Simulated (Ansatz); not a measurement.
`[CH3][Mg][O][SiH3]`, charge 0, multiplicity 1.

**Question.** Give a relaxed structure at PBE0-D4/def2-TZVP (the Gaussian-basis code of Ansatz). (Best estimate.)

**Answer.** Computed: 
Cartesian coordinates in Å:
```
C -2.100 -1.728 0.779
Mg -0.564 -0.465 0.210
O 0.771 0.634 -0.287
Si 1.966 1.618 -0.729
H -2.135 -2.625 0.153
H -3.074 -1.237 0.699
H -1.985 -2.058 1.816
H 1.880 1.970 -2.178
H 1.937 2.897 0.041
H 3.304 0.994 -0.503
```
Point group C3v.
This is one stationary point; other conformers may exist.
